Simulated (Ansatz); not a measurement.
Reaction (isomerisation): `C=C1[SiH2]S1` → `S=C1C[SiH2]1`

Isolated molecules relaxed with PBE0-D4/def2-TZVP in Ansatz; ΔE leaves out vibrations. CCSD(T)/CBS is the MP2 limit (def2-TZVPP, def2-QZVPP) plus CCSD(T) − MP2 in def2-TZVPP, frozen cores. DFT in def2-TZVPP. HSE06 is defined as in plane-wave codes.

`C=C1[SiH2]S1`:

```xyz
8

C    -1.323   -0.655    0.649
C    -0.291   -0.250   -0.073
Si    1.212    0.710   -0.371
S     0.291   -0.630   -1.722
H    -2.047   -1.372    0.274
H    -1.470   -0.271    1.652
H     1.134    2.158   -0.657
H     2.494    0.310    0.248
```

`S=C1C[SiH2]1`:

```xyz
8

S     2.114   -0.582   -1.389
C     0.788   -0.131   -0.621
C    -0.472   -0.777   -0.151
Si   -0.131    0.908    0.599
H    -1.291   -0.716   -0.873
H    -0.404   -1.761    0.307
H    -1.027    2.002    0.166
H     0.424    1.057    1.961
```

(1) Is it downhill or uphill in electronic energy at CCSD(T)/CBS, and by how much? (Estimate.)

(2) What do these levels give: r2SCAN-D4, r2SCAN0-D4, ωB97X-V, BLYP, r2SCAN, HSE06, BHLYP, MP2/def2-SVP, HF/def2-TZVPP, CCSD/def2-TZVPP, HF/CBS(def2), CCSD/CBS(def2)? (Estimate.)

Largest T1 diagnostic among the species: 0.017.

Results:

(1) Computed: Uphill: ΔE = +128.5 kJ/mol.

(2) Computed: r2SCAN-D4 129.3, r2SCAN0-D4 132.6, ωB97X-V 127.2, BLYP 120.0, r2SCAN 129.2, HSE06 127.9, BHLYP 130.5, MP2/def2-SVP 114.1, HF/def2-TZVPP 136.6, CCSD/def2-TZVPP 125.7, HF/CBS(def2) 136.1, CCSD/CBS(def2) 130.2 kJ/mol.

Leaving LDA and LC-ωPBE aside and taking each functional with its dispersion term where it has one, the values, not all of them listed here, spread over 11.0 kJ/mol, from BLYP-D4 to r2SCAN0-D4. In def2-TZVPP, CCSD(T) changes the Hartree–Fock value by −12.6 kJ/mol (the triples alone add −1.7 kJ/mol) and MP2 by −8.4 kJ/mol.
